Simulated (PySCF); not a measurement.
B3LYP has the VWN-RPA correlation part, as in Gaussian. Delta-SCF ions had no search for a lower state. Excitations are Tamm–Dancoff values on a coarser integration grid. The basis has no diffuse functions, so Rydberg states are missing or too high.

Species: Br$_{4}$Si, SMILES `Br[Si](Br)(Br)Br` (charge 0, multiplicity 1).

### Question
Estimate the HOMO, vertical ionisation energy (Delta-SCF), LUMO, dipole moment and S1 excitation (TDA) that B3LYP-D3(BJ)/def2-TZVP // B3LYP-D3(BJ)/def2-SVP (PySCF) returns for this input.

### Answer

- HOMO = -8.43 eV
- vertical ionisation energy (Delta-SCF) = 10.37 eV
- LUMO = -2.18 eV
- dipole moment = 0.00 D
- S1 excitation (TDA) = 5.27 eV
